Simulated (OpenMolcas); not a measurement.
**Xe3+: effect of the active space**

```json
{
  "Program": "OpenMolcas 26.06",
  "Method": "CASSCF or its RAS form",
  "Basis": "ANO-RCC-VTZP",
  "Scalar Hamiltonian": "DKH2, point nucleus",
  "Spin-orbit coupling": "state interaction with AMFI integrals over the reference wave functions, term energies averaged over their components"
}
```

A. 3 electrons in 3 orbitals (5p); 2S+1 = 4 odd, 1 root; 2S+1 = 2 odd, 8 roots; cost of the order of 3 core-seconds
B. 5 electrons in 4 orbitals (5s 5p); 2S+1 = 4 odd, 1 root; 2S+1 = 2 odd, 11 roots; 2S+1 = 4 even, 3 roots; 2S+1 = 2 even, 9 roots; cost about 13 core-seconds
C. 5 electrons in 8 orbitals (5s 5p 6s 6p); 2S+1 = 4 odd, 1 root; 2S+1 = 2 odd, 11 roots; 2S+1 = 4 even, 3 roots; 2S+1 = 2 even, 9 roots; cost of the order of 21 core-seconds
D. 5 electrons in 9 orbitals (RAS2 5s 5p; RAS3 5d, at most 2 electrons); 2S+1 = 4 odd, 1 root; 2S+1 = 2 odd, 11 roots; 2S+1 = 4 even, 3 roots; 2S+1 = 2 even, 9 roots; cost about 28 core-seconds

Energies in eV above 5s2 5p3 4S* 3/2, the measured ground level; measured values from Saloman, J. Phys. Chem. Ref. Data 33, 765 (2004).

```
                 Level       A       B       C       D  Measured
       5s2 5p3 4S* 3/2  0.0000  0.0000  0.0000  0.0000    0.0000
5s2 5p3 2D* 3/2 [75 %]  2.1704  2.1143  2.0891  2.0901    1.6449
       5s2 5p3 2D* 5/2  2.6317  2.6691  2.6507  2.5762    2.1711
       5s2 5p3 2P* 1/2  4.2110  3.7170  3.6695  3.9011    3.4761
5s2 5p3 2P* 3/2 [72 %]  4.9191  4.5269  4.4797  4.6268    4.4200
```

Deviations, from unrounded energies. A percentage is the sum of absolute deviations over the sum of measured energies, with the sign that they share, or ± where signs differ.

```tsv
Against measurement	Levels	A	B	C	D
mean absolute deviation (cm-1)	4	4500	2700	2400	3000
other terms of the ground configuration (%)	4	+19.0	+11.2	+10.0	+12.7
```

C lies closest to measurement on these levels and A furthest from it. The largest miss of C in the table is 5s2 5p3 2D* 5/2, by +3900 cm-1. The ranking rests on the paired levels alone, and a cruder setting can come out closer through cancelling errors.

Among A to D the level of the table that moves most is 5s2 5p3 2P* 1/2, by 4400 cm-1 (lowest in C, highest in A).

With the s shell closed, the reference lacks s² → p² mixing (holds for A). Active for correlation alone: 6p 6s; no level in the range computed is led by a configuration that fills them, so any true level of that kind is missing (holds for C). The run also gave levels led by 5s2 5p2 5d, which use shells meant for correlation; these and all levels above them are left out (holds for D). Measured partners are found by configuration, term and J. A level has none where our copy of the source lacks it or the pairing is in doubt (some pairs that miss far off the trend of their configuration count as doubtful), and it then counts in no deviation. Levels of configurations outside the active space are missing. The table leaves out levels that lie high or whose names do not pair safely across all columns.

A share in square brackets marks a mixed level and gives the weight of the term that names it, the lowest over the columns. * marks odd parity.
